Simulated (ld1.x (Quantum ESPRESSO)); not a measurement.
**Plane-wave convergence, ultrasoft potential for aluminium (Al)**

- Element: aluminium (Al)
- Generator: ld1.x (Quantum ESPRESSO) 7.5
- Type: ultrasoft
- Functional: PW91
- Relativity: scalar-relativistic
- Frozen core: [Ne]
- Valence charge: 3
- Reference configuration: 3s2 3p0 (charge +1)
- Partial waves: 3s (bound): rcut 1.50, rcutus 1.90 bohr; 3s channel at -0.45 Ry: rcut 1.50, rcutus 1.90 bohr; 3p (bound, empty): rcut 1.50, rcutus 1.85 bohr; 3p channel at 0.05 Ry: rcut 1.50, rcutus 1.85 bohr
- Local potential: all-electron potential smoothed inside 1.50 bohr (lloc = -1)
- Core correction: Bessel-smoothed model core, default radius (core density twice the valence density)
- Augmentation charge: PSQ, inside the norm-conserving radii

The pseudo-atom Hamiltonian at the reference potential is diagonalised in spherical Bessel functions j_l(qr) that vanish at 20 bohr, with q² up to the cutoff. All-electron valence levels (Ry): 3s -1.0924, 3p -0.6694.

**Question.** How do the lowest levels (Ry) of each channel move with the cutoff, and are there ghosts?

**Answer.**

| cutoff (Ry) | s #1 | p #1 | p #2 | d #1 | f #1 | Σ f·Δε (mRy) |
| --- | --- | --- | --- | --- | --- | --- |
| 8 | -1.0902 | -0.6687 | -0.1773 | -0.2274 | -0.0476 | 4.4 |
| 10 | -1.0918 | -0.6689 | -0.1774 | -0.2285 | -0.0476 | 1.1 |
| 12 | -1.0922 | -0.6691 | -0.1774 | -0.2293 | -0.0476 | 0.3 |
| 15 | -1.0923 | -0.6693 | -0.1774 | -0.2298 | -0.0476 | 0.2 |
| 18 | -1.0923 | -0.6694 | -0.1774 | -0.2302 | -0.0476 | 0.2 |
| 400 | -1.0924 | -0.6694 | -0.1774 | -0.2307 | -0.0476 | 0.0 |

Result: no extra level below or beside the all-electron valence levels (s, p, d, f tested); 10 mRy is reached at 8 Ry and 1 mRy at 12 Ry.
